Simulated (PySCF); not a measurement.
Computed shifts of a molecule CH₈N₂OSi₂, PySCF with B3LYP/pcSseg-1, GIAO, gas phase, atoms alike by connectivity averaged where their shifts nearly agree, in ppm (number of nuclei): ¹⁵N: 33.8 (1), 20.4 (1). ²⁹Si: 14.6 (1), -18.0 (1). ¹³C: 62.6 (1). ¹H: 5.59 (2), 3.74 (1), 3.54 (1), 1.54 (1), 1.44 (1), 1.34 (1), 0.18 (1). References: ¹⁵N against NH3 (σ = 265.5 ppm); ²⁹Si against TMS (σ = 338.7 ppm); ¹⁷O against H2O (σ = 333.8 ppm); ¹³C against TMS (σ = 181.3 ppm); ¹H against TMS (σ = 31.68 ppm), references at their B3LYP-D3(BJ)/def2-TZVP geometries, non-relativistic. Coordinates come from a B3LYP-D3(BJ)/def2-SVP optimisation. The values are those of a single conformer.

Question: Identify the compound among the candidates.
(A) NC[Si@H]1N[SiH2]O1
(B) N[Si@]1(O)CN[SiH2]1
(C) N[Si@@H]1CO[SiH2]N1
(D) N[Si]1(N)C[SiH2]O1

Answer: B, N[Si@]1(O)CN[SiH2]1
